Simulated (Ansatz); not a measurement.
Calculated with Ansatz (gas phase, PBE0-D4/def2-TZVP geometries, no zero-point term in ΔE). CCSD(T)/CBS is the MP2 limit (def2-TZVPP, def2-QZVPP) plus CCSD(T) − MP2 in def2-TZVPP, frozen cores. This one scheme is used for every species. DFT in def2-TZVPP. For Ga outer-core shells are correlated without core-valence functions, which leaves a few kJ/mol of doubt a bond. Scalar relativity is left out up to krypton. Each species was taken in one conformer, which may not be the lowest.

`CO[CH2][AlH][CH3]` + `[GaH3]` → `[CH3][AlH][CH2][GaH2]` + CH₃OH  (formal exchange of groups at a C–O bond)

| level | ΔE (kcal/mol) |
| --- | --- |
| revPBE-D4 | -26.1 |
| PBE-QIDH | -29.8 |
| MP2/def2-SVP | -27.3 |
| CCSD/def2-SVP | -24.8 |

(1) What does CCSD(T)/CBS give? (Estimate.)

(2) What do rigid-rotor, harmonic-oscillator terms from PBE0-D4/def2-TZVP frequencies (298.15 K, 1 bar) make of the CCSD(T)/CBS value? (Best estimate.)

Largest T1 diagnostic among the species: 0.013.

Answers

(1) The calculation gave: -30.7 kcal/mol. The listed levels differ from it by 4.6, 0.9, 3.4, 5.9 kcal/mol.

(2) Computed: ΔZPE = +1.7 kcal/mol, ΔH = -28.8 kcal/mol, ΔS = 36 J/(mol·K), ΔG = -31.3 kcal/mol. Modes under 50 cm⁻¹ make the entropy rough.

In def2-TZVPP, CCSD(T) changes the Hartree–Fock value by −2.9 kcal/mol (the triples alone add −0.2 kcal/mol) and MP2 by −5.1 kcal/mol. From BLYP to BHLYP (50 % exact exchange), in def2-TZVPP and without D4, ΔE moves by −0.8 kcal/mol.
